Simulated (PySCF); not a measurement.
# Steps of a relaxation of [Yb(NH2)4]−

[Yb(NH2)4]− (singlet in the valence; each metal's 4f electrons, 13 of them, lie in its core potential, out of spins and levels; a saddle point, relaxed within its symmetry). PySCF 2.14.0, RKS PBE0, Yb lcecp-1-SVP with ECP59, N def2-SVP, H def2-SVP; non-relativistic Hamiltonian with scalar-relativistic core potentials where named; density fitting; no spin-orbit coupling. Origin of the start: template. Columns: position (Å) and force (eV/Å). Energies are counted from the last step; some of the 11 steps are shown. Forces carry noise of the integration grid, about 0.01 to 0.03 eV/Å.

Run from Python with OMP_NUM_THREADS=2. Where DIIS fails, smearing, a level shift and second-order steps follow.
It took 74 s on 2 threads of Intel(R) Xeon(R) 6975P-C (Granite Rapids) (shared host), from the converged density of the start.

```xyz
13
step 0  E = 0.143 eV
Yb    0.0000    0.0000    0.0000     0.00    0.00    0.00
N     1.2770    1.2770    1.2770    -0.47   -0.12   -0.12
H     1.6176    1.0307    2.2045     0.14    0.21    0.01
H     1.6176    2.2045    1.0307     0.14    0.01    0.21
N    -1.2770   -1.2770    1.2770     0.47    0.12   -0.12
H    -1.6176   -1.0307    2.2045    -0.14   -0.21    0.01
H    -1.6176   -2.2045    1.0307    -0.14   -0.01    0.21
N     1.2770   -1.2770   -1.2770    -0.47    0.12    0.12
H     1.6176   -2.2045   -1.0307     0.14   -0.01   -0.21
H     1.6176   -1.0307   -2.2045     0.14   -0.21   -0.01
N    -1.2770    1.2770   -1.2770     0.47   -0.12    0.12
H    -1.6176    2.2045   -1.0307    -0.14    0.01   -0.21
H    -1.6176    1.0307   -2.2045    -0.14    0.21   -0.01
```

```xyz
13
step 3  E = 0.035 eV
Yb    0.0000    0.0000    0.0000     0.00    0.00    0.00
N     1.1886    1.3183    1.3183    -0.09    0.00    0.00
H     1.6412    1.0505    2.1904     0.00   -0.07    0.10
H     1.6412    2.1904    1.0505     0.00    0.10   -0.07
N    -1.1886   -1.3183    1.3183     0.09    0.00    0.00
H    -1.6412   -1.0505    2.1904     0.00    0.07    0.10
H    -1.6412   -2.1904    1.0505     0.00   -0.10   -0.07
N     1.1886   -1.3183   -1.3183    -0.09    0.00    0.00
H     1.6412   -2.1904   -1.0505     0.00   -0.10    0.07
H     1.6412   -1.0505   -2.1904     0.00    0.07   -0.10
N    -1.1886    1.3183   -1.3183     0.09    0.00    0.00
H    -1.6412    2.1904   -1.0505     0.00    0.10    0.07
H    -1.6412    1.0505   -2.1904     0.00   -0.07   -0.10
```

```xyz
13
step 7  E = 0.002 eV
Yb    0.0000    0.0000    0.0000     0.00    0.00    0.00
N     1.0687    1.3705    1.3705     0.01   -0.03   -0.03
H     1.4712    1.1235    2.2754     0.00    0.04   -0.01
H     1.4712    2.2754    1.1235     0.00   -0.01    0.04
N    -1.0687   -1.3705    1.3705    -0.01    0.03   -0.03
H    -1.4712   -1.1235    2.2754     0.00   -0.04   -0.01
H    -1.4712   -2.2754    1.1235     0.00    0.01    0.04
N     1.0687   -1.3705   -1.3705     0.01    0.03    0.03
H     1.4712   -2.2754   -1.1235     0.00    0.01   -0.04
H     1.4712   -1.1235   -2.2754     0.00   -0.04    0.01
N    -1.0687    1.3705   -1.3705    -0.01   -0.03    0.03
H    -1.4712    2.2754   -1.1235     0.00   -0.01   -0.04
H    -1.4712    1.1235   -2.2754     0.00    0.04    0.01
```

Task: Where does the relaxation end?

Result: It converges at step 10 in D2d:
```xyz
13
step 10  E = 0
Yb    0.0000    0.0000    0.0000
N     1.0668    1.3697    1.3697
H     1.4476    1.1394    2.2878
H     1.4476    2.2878    1.1394
N    -1.0668   -1.3697    1.3697
H    -1.4476   -1.1394    2.2878
H    -1.4476   -2.2878    1.1394
N     1.0668   -1.3697   -1.3697
H     1.4476   -2.2878   -1.1394
H     1.4476   -1.1394   -2.2878
N    -1.0668    1.3697   -1.3697
H    -1.4476    2.2878   -1.1394
H    -1.4476    1.1394   -2.2878
```

Task: How did the contacts change?

Result: 
```
      contact  start (Å)  end (Å)
 Yb1–N2 (NH2)      2.212    2.211
 Yb1–N5 (NH2)      2.212    2.211
 Yb1–N8 (NH2)      2.212    2.211
Yb1–N11 (NH2)      2.212    2.211
```


An lcecp potential fixes the number of 4f electrons, so in runs with it no electron can move into or out of that shell.
